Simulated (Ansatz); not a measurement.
Consider the formal loss of a carbene: `[CH3][Al]([CH3])[TeH]` → `[CH2]` (triplet) + `[CH3][AlH][TeH]`.

Program: Ansatz. Geometries: PBE0-D4/def2-TZVP. ΔE: electronic, gas phase. CCSD(T)/CBS is the MP2 limit (def2-TZVPP, def2-QZVPP) plus CCSD(T) − MP2 in def2-TZVPP, frozen cores. This one scheme is used for every species. Functionals use def2-TZVPP. HSE06 is defined as in plane-wave codes. Triplets are unrestricted, without spin–orbit coupling. Elements past krypton have def2 core potentials. For Te outer-core shells are correlated without core-valence functions, which leaves a few kJ/mol of doubt a bond.

(1) Is it downhill or uphill in electronic energy at CCSD(T)/CBS, and by how much? (Estimate.)

(2) What do these levels give: BLYP-D4, PBE0-D4, ωB97X-V, revPBE, HSE06, LC-ωPBE? (Best estimate.)

Largest T1 diagnostic among the species: 0.011.

## Answers

(1) Computed: Uphill: ΔE = +482.7 kJ/mol.

(2) The calculation gave: BLYP-D4 473.5, PBE0-D4 478.6, ωB97X-V 488.7, revPBE 457.0, HSE06 473.8, LC-ωPBE 469.4 kJ/mol.

In def2-TZVPP, CCSD(T) changes the Hartree–Fock value by +143.0 kJ/mol (the triples alone add +12.0 kJ/mol) and MP2 by +158.6 kJ/mol. Leaving LDA and LC-ωPBE aside and taking each functional with its dispersion term where it has one, the values, not all of them listed here, spread over 32.3 kJ/mol, from r2SCAN0-D4 to ωB97X-V. LDA lies +69.5 kJ/mol from PBE without D4. From BLYP to BHLYP (50 % exact exchange), in def2-TZVPP and without D4, ΔE moves by −8.1 kJ/mol.
